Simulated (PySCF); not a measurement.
H5OSi2 (SMILES [SiH2]O[SiH3]), doublet, at a GFN2-xTB geometry, with bond 6-3 at 1.6 times its length; B3LYP/STO-3G run with PySCF.

Input for PySCF:
```python
from pyscf import gto, scf, dft

mol = gto.M(
    atom='''
Si    1.543794   -0.434223    0.395011
O    -0.037105   -0.099175    0.235995
Si   -1.435658    0.415210   -0.393045
H     1.907439   -1.404017   -0.628423
H     2.276460    0.823697    0.364532
H    -1.127764    2.614827   -1.130166
H    -1.766848   -0.474389   -1.504866
H    -2.390882    0.324322    0.707005
''',
    basis='sto-3g',
    charge=0,
    spin=1,
    verbose=4,
)

mf = dft.UKS(mol)
mf.xc = 'b3lyp'
mf.diis = False
mf.damp = 0.6
mf.diis_start_cycle = 200
mf.max_cycle = 150
mf.kernel()
mf.analyze()
```

Output, abridged:

```
PySCF version 2.14.0

[INPUT] verbose = 4
[INPUT] num. atoms = 8
[INPUT] num. electrons = 41
[INPUT] charge = 0
[INPUT] spin (= nelec alpha-beta = 2S) = 1
[INPUT] symmetry False subgroup None
[INPUT] Mole.unit = angstrom
[INPUT] Symbol           X                Y                Z      unit          X                Y                Z       unit  Magmom
[...]
nuclear repulsion = 148.067451872551
number of shells = 18
number of NR pGTOs = 84
number of NR cGTOs = 28
basis = sto-3g
ecp = {}

******** <class 'pyscf.dft.uks.UKS'> ********
method = UKS
initial guess = minao
damping factor = 0.6
level_shift factor = 0
DIIS disabled
SCF conv_tol = 1e-09
SCF conv_tol_grad = None
SCF max_cycles = 150
direct_scf = True
direct_scf_tol = 1e-13
number electrons alpha = 21  beta = 20
XC library pyscf.dft.libxc version 7.1.2
    S. Lehtola, C. Steigemann, M. J. T. Oliveira, and M. A. L. Marques,  SoftwareX 7, 1–5 (2018)
XC functionals = b3lyp
    P. J. Stephens, F. J. Devlin, C. F. Chabalowski, and M. J. Frisch,  J. Phys. Chem. 98, 11623 (1994)
radial grids:
    Treutler-Ahlrichs [JCP 102, 346 (1995); DOI:10.1063/1.469408] (M4) radial grids

becke partition: Becke, JCP 88, 2547 (1988); DOI:10.1063/1.454033
pruning grids: <function nwchem_prune>
grids dens level: 3
symmetrized grids: False
atomic radii adjust function: <function treutler_atomic_radii_adjust>
small_rho_cutoff = 0
Set gradient conv threshold to 3.16228e-05
tot grids = 101488
init E= -649.079058317701

cycle= 1 E= -649.117952326115  delta_E= -0.0389  |g|= 0.451  |ddm|= 2.37
cycle= 2 E= -649.274734492393  delta_E= -0.157  |g|= 0.0815  |ddm|= 0.63
cycle= 3 E= -649.279245310425  delta_E= -0.00451  |g|= 0.0208  |ddm|= 0.123
cycle= 4 E= -649.279720195731  delta_E= -0.000475  |g|= 0.011  |ddm|= 0.046
cycle= 5 E= -649.279884693802  delta_E= -0.000164  |g|= 0.00665  |ddm|= 0.0236
cycle= 6 E= -649.279962270996  delta_E= -7.76e-05  |g|= 0.0047  |ddm|= 0.0151
cycle= 7 E= -649.280010650749  delta_E= -4.84e-05  |g|= 0.00372  |ddm|= 0.0114
cycle= 8 E= -649.28004752357  delta_E= -3.69e-05  |g|= 0.00323  |ddm|= 0.00996
cycle= 9 E= -649.280079272202  delta_E= -3.17e-05  |g|= 0.00298  |ddm|= 0.00925
cycle= 10 E= -649.280108455469  delta_E= -2.92e-05  |g|= 0.00284  |ddm|= 0.00892
cycle= 11 E= -649.280136147881  delta_E= -2.77e-05  |g|= 0.00276  |ddm|= 0.00873
cycle= 12 E= -649.280162808254  delta_E= -2.67e-05  |g|= 0.0027  |ddm|= 0.00861
cycle= 13 E= -649.280188627121  delta_E= -2.58e-05  |g|= 0.00265  |ddm|= 0.0085
cycle= 14 E= -649.280213675683  delta_E= -2.5e-05  |g|= 0.0026  |ddm|= 0.00839
cycle= 15 E= -649.280237971257  delta_E= -2.43e-05  |g|= 0.00256  |ddm|= 0.00828
cycle= 16 E= -649.280261507233  delta_E= -2.35e-05  |g|= 0.00252  |ddm|= 0.00816
cycle= 17 E= -649.280284267123  delta_E= -2.28e-05  |g|= 0.00247  |ddm|= 0.00804
cycle= 18 E= -649.280306231423  delta_E= -2.2e-05  |g|= 0.00243  |ddm|= 0.0079
cycle= 19 E= -649.280327381074  delta_E= -2.11e-05  |g|= 0.00238  |ddm|= 0.00775
cycle= 20 E= -649.280347699284  delta_E= -2.03e-05  |g|= 0.00233  |ddm|= 0.0076
cycle= 21 E= -649.280367172496  delta_E= -1.95e-05  |g|= 0.00228  |ddm|= 0.00744
cycle= 22 E= -649.280385790945  delta_E= -1.86e-05  |g|= 0.00223  |ddm|= 0.00728
cycle= 23 E= -649.280403548921  delta_E= -1.78e-05  |g|= 0.00218  |ddm|= 0.00711
cycle= 24 E= -649.28042044488  delta_E= -1.69e-05  |g|= 0.00212  |ddm|= 0.00693
cycle= 25 E= -649.280436481433  delta_E= -1.6e-05  |g|= 0.00207  |ddm|= 0.00675
cycle= 26 E= -649.280451665249  delta_E= -1.52e-05  |g|= 0.00201  |ddm|= 0.00657
cycle= 27 E= -649.280466006877  delta_E= -1.43e-05  |g|= 0.00195  |ddm|= 0.00638
cycle= 28 E= -649.280479520519  delta_E= -1.35e-05  |g|= 0.0019  |ddm|= 0.00619
cycle= 29 E= -649.28049222374  delta_E= -1.27e-05  |g|= 0.00184  |ddm|= 0.006
cycle= 30 E= -649.280504137164  delta_E= -1.19e-05  |g|= 0.00178  |ddm|= 0.00581
cycle= 31 E= -649.280515284119  delta_E= -1.11e-05  |g|= 0.00172  |ddm|= 0.00562
cycle= 32 E= -649.280525690278  delta_E= -1.04e-05  |g|= 0.00166  |ddm|= 0.00543
cycle= 33 E= -649.280535383292  delta_E= -9.69e-06  |g|= 0.0016  |ddm|= 0.00524
cycle= 34 E= -649.280544392405  delta_E= -9.01e-06  |g|= 0.00155  |ddm|= 0.00505
cycle= 35 E= -649.280552748096  delta_E= -8.36e-06  |g|= 0.00149  |ddm|= 0.00486
cycle= 36 E= -649.280560481727  delta_E= -7.73e-06  |g|= 0.00143  |ddm|= 0.00468
cycle= 37 E= -649.280567625198  delta_E= -7.14e-06  |g|= 0.00137  |ddm|= 0.00449
cycle= 38 E= -649.280574210647  delta_E= -6.59e-06  |g|= 0.00132  |ddm|= 0.00431
cycle= 39 E= -649.28058027016  delta_E= -6.06e-06  |g|= 0.00127  |ddm|= 0.00414
cycle= 40 E= -649.280585835503  delta_E= -5.57e-06  |g|= 0.00121  |ddm|= 0.00396
cycle= 41 E= -649.280590937911  delta_E= -5.1e-06  |g|= 0.00116  |ddm|= 0.0038
cycle= 42 E= -649.280595607882  delta_E= -4.67e-06  |g|= 0.00111  |ddm|= 0.00363
cycle= 43 E= -649.280599875008  delta_E= -4.27e-06  |g|= 0.00106  |ddm|= 0.00347
cycle= 44 E= -649.280603767845  delta_E= -3.89e-06  |g|= 0.00101  |ddm|= 0.00331
cycle= 45 E= -649.280607313798  delta_E= -3.55e-06  |g|= 0.000967  |ddm|= 0.00316
cycle= 46 E= -649.280610539034  delta_E= -3.23e-06  |g|= 0.000922  |ddm|= 0.00301
cycle= 47 E= -649.280613468432  delta_E= -2.93e-06  |g|= 0.000878  |ddm|= 0.00287
cycle= 48 E= -649.280616125536  delta_E= -2.66e-06  |g|= 0.000837  |ddm|= 0.00274
cycle= 49 E= -649.28061853255  delta_E= -2.41e-06  |g|= 0.000796  |ddm|= 0.0026
cycle= 50 E= -649.280620710314  delta_E= -2.18e-06  |g|= 0.000757  |ddm|= 0.00248
cycle= 51 E= -649.280622678339  delta_E= -1.97e-06  |g|= 0.00072  |ddm|= 0.00235
cycle= 52 E= -649.280624454823  delta_E= -1.78e-06  |g|= 0.000684  |ddm|= 0.00224
cycle= 53 E= -649.280626056681  delta_E= -1.6e-06  |g|= 0.000649  |ddm|= 0.00212
cycle= 54 E= -649.280627499604  delta_E= -1.44e-06  |g|= 0.000616  |ddm|= 0.00201
cycle= 55 E= -649.28062879809  delta_E= -1.3e-06  |g|= 0.000584  |ddm|= 0.00191
cycle= 56 E= -649.280629965512  delta_E= -1.17e-06  |g|= 0.000554  |ddm|= 0.00181
[...]
cycle= 80 E= -649.280639213476  delta_E= -7.55e-08  |g|= 0.000141  |ddm|= 0.00046
cycle= 81 E= -649.280639280552  delta_E= -6.71e-08  |g|= 0.000133  |ddm|= 0.000434
cycle= 82 E= -649.280639340096  delta_E= -5.95e-08  |g|= 0.000125  |ddm|= 0.000408
cycle= 83 E= -649.280639392947  delta_E= -5.29e-08  |g|= 0.000118  |ddm|= 0.000385
cycle= 84 E= -649.280639439844  delta_E= -4.69e-08  |g|= 0.000111  |ddm|= 0.000362
cycle= 85 E= -649.280639481452  delta_E= -4.16e-08  |g|= 0.000104  |ddm|= 0.000341
cycle= 86 E= -649.280639518361  delta_E= -3.69e-08  |g|= 9.83e-05  |ddm|= 0.000322
cycle= 87 E= -649.280639551098  delta_E= -3.27e-08  |g|= 9.26e-05  |ddm|= 0.000303
cycle= 88 E= -649.280639580127  delta_E= -2.9e-08  |g|= 8.72e-05  |ddm|= 0.000285
cycle= 89 E= -649.280639605866  delta_E= -2.57e-08  |g|= 8.21e-05  |ddm|= 0.000269
cycle= 90 E= -649.280639628684  delta_E= -2.28e-08  |g|= 7.73e-05  |ddm|= 0.000253
cycle= 91 E= -649.28063964891  delta_E= -2.02e-08  |g|= 7.28e-05  |ddm|= 0.000238
cycle= 92 E= -649.280639666836  delta_E= -1.79e-08  |g|= 6.85e-05  |ddm|= 0.000224
cycle= 93 E= -649.280639682722  delta_E= -1.59e-08  |g|= 6.45e-05  |ddm|= 0.000211
cycle= 94 E= -649.280639696802  delta_E= -1.41e-08  |g|= 6.07e-05  |ddm|= 0.000199
cycle= 95 E= -649.280639709274  delta_E= -1.25e-08  |g|= 5.71e-05  |ddm|= 0.000187
cycle= 96 E= -649.280639720325  delta_E= -1.11e-08  |g|= 5.38e-05  |ddm|= 0.000176
cycle= 97 E= -649.280639730114  delta_E= -9.79e-09  |g|= 5.06e-05  |ddm|= 0.000166
cycle= 98 E= -649.280639738786  delta_E= -8.67e-09  |g|= 4.76e-05  |ddm|= 0.000156
cycle= 99 E= -649.280639746465  delta_E= -7.68e-09  |g|= 4.48e-05  |ddm|= 0.000147
cycle= 100 E= -649.280639753267  delta_E= -6.8e-09  |g|= 4.22e-05  |ddm|= 0.000138
cycle= 101 E= -649.280639759291  delta_E= -6.02e-09  |g|= 3.97e-05  |ddm|= 0.00013
cycle= 102 E= -649.280639764625  delta_E= -5.33e-09  |g|= 3.74e-05  |ddm|= 0.000122
cycle= 103 E= -649.280639769348  delta_E= -4.72e-09  |g|= 3.52e-05  |ddm|= 0.000115
cycle= 104 E= -649.280639773529  delta_E= -4.18e-09  |g|= 3.31e-05  |ddm|= 0.000108
cycle= 105 E= -649.280639777233  delta_E= -3.7e-09  |g|= 3.11e-05  |ddm|= 0.000102
cycle= 106 E= -649.280639780511  delta_E= -3.28e-09  |g|= 2.93e-05  |ddm|= 9.58e-05
cycle= 107 E= -649.280639783412  delta_E= -2.9e-09  |g|= 2.76e-05  |ddm|= 9.01e-05
cycle= 108 E= -649.280639785983  delta_E= -2.57e-09  |g|= 2.59e-05  |ddm|= 8.48e-05
cycle= 109 E= -649.280639788256  delta_E= -2.27e-09  |g|= 2.44e-05  |ddm|= 7.98e-05
cycle= 110 E= -649.280639790269  delta_E= -2.01e-09  |g|= 2.3e-05  |ddm|= 7.51e-05
cycle= 111 E= -649.280639792052  delta_E= -1.78e-09  |g|= 2.16e-05  |ddm|= 7.06e-05
cycle= 112 E= -649.280639793627  delta_E= -1.58e-09  |g|= 2.03e-05  |ddm|= 6.65e-05
cycle= 113 E= -649.280639795024  delta_E= -1.4e-09  |g|= 1.91e-05  |ddm|= 6.25e-05
cycle= 114 E= -649.280639796259  delta_E= -1.23e-09  |g|= 1.8e-05  |ddm|= 5.88e-05
cycle= 115 E= -649.280639797352  delta_E= -1.09e-09  |g|= 1.69e-05  |ddm|= 5.53e-05
cycle= 116 E= -649.28063979832  delta_E= -9.68e-10  |g|= 1.59e-05  |ddm|= 5.2e-05
Extra cycle  E= -649.280639800361  delta_E= -2.04e-09  |g|= 1.36e-05  |ddm|= 0.000122
converged SCF energy = -649.280639800361  <S^2> = 0.82830475  2S+1 = 2.0768291
**** SCF Summaries ****
Total Energy =                        -649.280639800361314
Nuclear Repulsion Energy =             148.067451872550635
One-electron Energy =                -1197.725860312378245
Two-electron Energy =                  400.377768639466353
Two-electron Coulomb Energy =          452.899109795207266
DFT Exchange-Correlation Energy =      -52.521341155740920
**** MO energy ****
                             alpha | beta                alpha | beta
[...]
To work with the spin densities directly, `use mulliken_meta_spin()` only printing them here.

 ** Mulliken spin pop alpha/beta on meta-lowdin orthogonal AOs **
 ** Mulliken Spin Density (per AO)  **
spin_pop of  0 Si 1s        0.00000
spin_pop of  0 Si 2s        0.00002
spin_pop of  0 Si 3s        0.16860
spin_pop of  0 Si 2px      -0.00002
spin_pop of  0 Si 2py       0.00003
spin_pop of  0 Si 2pz       0.00024
spin_pop of  0 Si 3px       0.00692
spin_pop of  0 Si 3py       0.10142
spin_pop of  0 Si 3pz       0.46542
spin_pop of  1 O 1s        0.00000
spin_pop of  1 O 2s        0.01275
spin_pop of  1 O 2px      -0.00380
spin_pop of  1 O 2py      -0.03638
spin_pop of  1 O 2pz       0.09204
spin_pop of  2 Si 1s       -0.00000
spin_pop of  2 Si 2s        0.00001
spin_pop of  2 Si 3s       -0.03978
spin_pop of  2 Si 2px       0.00003
spin_pop of  2 Si 2py      -0.00005
spin_pop of  2 Si 2pz      -0.00000
spin_pop of  2 Si 3px       0.01204
spin_pop of  2 Si 3py      -0.13502
spin_pop of  2 Si 3pz      -0.01715
spin_pop of  3 H 1s        0.04567
spin_pop of  4 H 1s        0.03586
spin_pop of  5 H 1s        0.31186
spin_pop of  6 H 1s       -0.00814
spin_pop of  7 H 1s       -0.01256
 ** Mulliken Spin Density (per atom)  **
spin density of  0 Si =      0.74263
spin density of  1 O =      0.06461
spin density of  2 Si =     -0.17993
spin density of  3 H =      0.04567
spin density of  4 H =      0.03586
spin density of  5 H =      0.31186
spin density of  6 H =     -0.00814
spin density of  7 H =     -0.01256
 ** Mulliken pop alpha/beta on meta-lowdin orthogonal AOs **
 ** Mulliken pop       alpha | beta **
[...]
In total            21.00000 | 20.00000
 ** Mulliken atomic charges   ( Nelec_alpha | Nelec_beta ) **
charge of  0Si =      0.46082  (     7.14090      6.39827 )
charge of  1O =     -0.34403  (     4.20432      4.13971 )
charge of  2Si =      0.57120  (     6.62443      6.80437 )
charge of  3H =     -0.13543  (     0.59055      0.54488 )
charge of  4H =     -0.12954  (     0.58270      0.54684 )
charge of  5H =     -0.16800  (     0.73993      0.42807 )
charge of  6H =     -0.13046  (     0.56116      0.56930 )
charge of  7H =     -0.12457  (     0.55600      0.56856 )
Dipole moment(X, Y, Z, Debye):  0.22213, -1.13731,  0.48216
```
